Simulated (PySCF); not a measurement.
SnOF₂, SMILES [O]=[Sn]([F])[F]. Geometry: PBE-D3(BJ)/def2-SVP. The def2 effective core potentials stand for the cores of Sn; spin–orbit coupling is left out.

Level of theory: PBE-D3(BJ)/def2-SVP (PySCF).

Harmonic wavenumbers (cm⁻¹): 140, 144, 181, 607, 617, 797. Rotational constants (GHz): 6.228, 4.376, 2.570; symmetry number 2.

### Question
Work out the zero-point energy and the ideal-gas rigid-rotor harmonic-oscillator thermochemistry at 298.15 K and 1 atm.

### Answer
ZPE = ½ Σ hcν = ½ × 2486 cm⁻¹ = 3.55 kcal/mol. H − E(el) = 7.36 kcal/mol. Entropy in cal/(mol K): translation 41.35, rotation 24.55, vibration 8.94, total 74.84. G − E(el) = -14.95 kcal/mol. Cp = 16.30 cal/(mol K). Modes under 150 cm⁻¹ make the vibrational entropy uncertain.
